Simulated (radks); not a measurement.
Radial electron density D(r) = 4 pi r^2 rho(r) of an atom or ion with 60 electrons. Method: scalar-relativistic Kohn-Sham, LDA (Slater exchange, Perdew-Wang correlation), spin-polarised, spherical densities, finite nucleus; Fermi nuclear charge, rms radius of each element as measured or else 0.836 A^(1/3) + 0.57 fm; computed with a radial shooting solver on a logarithmic mesh with Libxc functionals.

```
   r/bohr * D(r) (the largest magnitude, 111, reaches the edge; | marks zero)
0.0008982 | *
 0.001188 |  *
 0.001572 |   *
 0.002064 |     *
 0.002731 |         *
 0.003585 |             *
 0.004743 |                   *
 0.006275 |                          *
 0.008237 |                                 *
   0.0109 |                                      *
  0.01442 |                                         *
  0.01893 |                                        *
  0.02504 |                                     *
  0.03314 |                                     *
  0.04349 |                                            *
  0.05755 |                                                     *
  0.07554 |                                                      *
  0.09995 |                                             *
   0.1322 |                                         *
   0.1736 |                                                *
   0.2297 |                                           *
   0.3039 |                         *
   0.3989 |                    *
   0.5278 |                        *
   0.6983 |                 *
   0.9166 |        *
    1.213 |    *
    1.592 |  *
    2.106 |*
    2.787 *
    3.658 *
     4.84 *
```

What is the nuclear charge?

Answer. Z = 64. The innermost maximum, from 1s, lies near gamma/Z bohr with gamma = sqrt(1 - (Z/c)^2) = 0.884, here 0.0138 bohr (found: 0.0151), and its height grows with Z. The density is that of the gadolinium ion Gd4+ in [Kr] 4d10 4f7 5s2 5p5; the configuration itself is not fixed sharply by these data, and Z only to a few units. D(r) has 4 maxima, at r = 0.0151, 0.0675, 0.188, 0.515 bohr, and minima at 0.0289, 0.124, 0.371 bohr, inside which lie 1.93, 11.16, 29.34 electrons.
